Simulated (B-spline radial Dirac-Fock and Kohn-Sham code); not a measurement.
The computed values come from a radial atomic solver: one-electron (LDA, Dirac) transition rates at Dirac-Fock energies. Free neutral atoms.

Task: Order these holes by fluorescence yield, smallest first.
A. Al L3 (2p3/2)
B. Cd L3 (2p3/2)
C. Co L3 (2p3/2)
D. Tb L3 (2p3/2)
E. Tl K (1s)

Result: A (0.000488), C (0.00646), B (0.0615), D (0.175), E (0.969).
